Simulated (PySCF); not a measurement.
Geometry (Å), atoms numbered from 1 in this order:
```xyz
16

C     4.061    1.286    0.657
C     2.810    0.781    1.175
C     1.766    0.360    1.605
Si    0.176   -0.279    2.282
C    -0.975   -0.452    0.839
C    -1.733   -0.568   -0.104
C    -2.581   -0.700   -1.148
C    -3.337   -0.815   -2.093
C    -4.211   -0.948   -3.201
O    -5.349   -1.343   -3.163
H     3.988    1.426   -0.422
H     4.865    0.580    0.869
H     4.299    2.242    1.123
H    -0.416    0.688    3.212
H     0.360   -1.610    2.869
H    -3.732   -0.640   -4.154
```

- geometry: GFN2-xTB
- PBE0/pcSseg-1 with gauge-including orbitals
- code: PySCF
- one computed conformer, no solvent model, one averaged value for each set of equivalent atoms, non-relativistic

Problem. Predict the 2D correlation tables (HSQC, COSY, HMBC).

Solution. 

HSQC (one-bond C–H):
```
                δH          δC
        9.59 (H16)  181.1 (C9)
2.16 (H11/H12/H13)    6.2 (C1)
```

HMBC (two and three bonds, from the bond graph):
```
                δH                                            δC
        9.59 (H16)                          89.8 (C7), 75.3 (C8)
    4.84 (H14/H15)  116.2 (C2), 103.1 (C5), 95.6 (C6), 77.3 (C3)
2.16 (H11/H12/H13)                         116.2 (C2), 77.3 (C3)
```

No COSY cross peaks are expected.

Chemical shifts δ = σref − σ; TMS for 1H and 13C, all at this level.

Shifts are as computed. Against solution values, carbons near 30 ppm lie about +3 ppm off and those near 130 ppm about +5 ppm. Of 1309 compounds with measured shifts, 239 miss one by over three times the rms of a fit or turn the order of signals round; such compounds aren't used in these exercises.
